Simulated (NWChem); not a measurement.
CH₆BNO; SMILES CB(O)N

```xyz
10

B     -0.0209     0.0697     0.0000
C      0.2463    -1.4935     0.0000
H      1.3143    -1.7579    -0.0023
H     -0.2134    -1.9702    -0.8827
H     -0.2092    -1.9693     0.8854
O     -1.2988     0.5826     0.0000
H     -1.9674    -0.1057     0.0008
N      1.0320     1.0021     0.0005
H      0.8638     1.9993    -0.0020
H      2.0058     0.7405    -0.0028
```
Atoms are numbered in this order, from 1.

Program: NWChem. Pople sets run with spherical d functions. The geometry was optimised at PBE0/def2-SVP. B3LYP is NWChem's, with the RPA form of VWN correlation. Ions are spin-unrestricted doublets at the neutral geometry; other ion states weren't tried.

### Question
Order these by “vertical ionisation energy, ΔSCF (eV)”, lowest first: CAM-B3LYP/6-31G*; Hartree-Fock/6-31G*; PBE/6-31G*.

### Answer
Hartree-Fock/6-31G* (8.65), PBE/6-31G* (9.46), CAM-B3LYP/6-31G* (9.78)
